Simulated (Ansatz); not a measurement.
`F[SiH](Cl)[GeH3]` + HCl → `F[SiH](Cl)Cl` + GeH₄ at 298.15 K and 1 bar (cleavage of the Si–Ge bond).

Computed with Ansatz on PBE0-D4/def2-TZVP structures; ΔE is electronic, products minus reactants. CCSD(T)/CBS is the MP2 limit (def2-TZVPP, def2-QZVPP) plus CCSD(T) − MP2 in def2-TZVPP, frozen cores. This one scheme is used for every species. For Ge outer-core shells are correlated without core-valence functions, which leaves a few kJ/mol of doubt a bond. Scalar relativity is left out up to krypton.

```tsv
species	CCSD(T)/CBS energy (Eh)	H − E (kJ/mol)	S (J/(mol·K))
`F[SiH](Cl)[GeH3]`	-2927.27769	117.6	357.0
HCl	-460.38127	26.6	186.8
`F[SiH](Cl)Cl`	-1309.19911	55.8	311.5
GeH₄	-2078.49493	88.5	217.3
```

H − E and S are ideal-gas, rigid-rotor, harmonic terms from PBE0-D4/def2-TZVP, for one conformer and one mirror image of each species. 1 Eh = 2625.50 kJ/mol, R = 8.31446 J/(mol·K).

Task: By hand: ΔE, ΔH, ΔS and ΔG.

Result: ΔE = (-1309.19911) + (-2078.49493) − (-2927.27769) − (-460.38127) = -0.03508 Eh = -92.1 kJ/mol. Δ(H − E) = 55.8 + 88.5 − 117.6 − 26.6 = 0.1, so ΔH = -92.0 kJ/mol. ΔS = 311.5 + 217.3 − 357.0 − 186.8 = -15.0 J/(mol·K). ΔG = -92.0 − 298.15 × (-15.0)/1000 = -87.5 kJ/mol.

Task: By hand: the equilibrium constant, and the temperature at which ΔG would vanish if ΔH and ΔS stayed fixed.

Result: log₁₀ K = −ΔG/(RT ln 10) = 15.3. ΔG = 0 at ΔH/ΔS = 6133 K, far beyond where these terms or the molecules hold.

ΔH outweighs TΔS. A doubt of 5 kJ/mol in ΔE shifts log₁₀ K by 0.9 here. Other conformers and mirror images would add mixing entropy, several J/(mol·K) or more a flexible species. These are equilibria of isolated gas molecules and say nothing of rates. Largest T1 diagnostic: 0.012 (customary marks: 0.02 for closed shells, 0.045 for open ones).
